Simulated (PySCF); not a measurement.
A calculated (TPSSh, PySCF 2.14, def2-QZVPPD, the non-relativistic Hamiltonian (point nucleus)) atom or ion has these occupied shells.

```json
{"shell": "1s α", "electrons": "1", "orbital energy (eV)": "-719.31", "rms radius, mean of both spins (bohr)": "0.204"}
{"shell": "1s β", "electrons": "1", "orbital energy (eV)": "-715.96", "rms radius, mean of both spins (bohr)": "0.204"}
{"shell": "2s α", "electrons": "1", "orbital energy (eV)": "-73.100", "rms radius, mean of both spins (bohr)": "1.01"}
{"shell": "2s β", "electrons": "1", "orbital energy (eV)": "-64.393", "rms radius, mean of both spins (bohr)": "1.01"}
{"shell": "2p α", "electrons": "3", "orbital energy (eV)": "-53.191", "rms radius, mean of both spins (bohr)": "0.984"}
```

Question: Name the element and its charge.

Answer: F²⁺ (fluorine, charge +2), in [He] 2s2 2p3, high-spin 4S determinant.
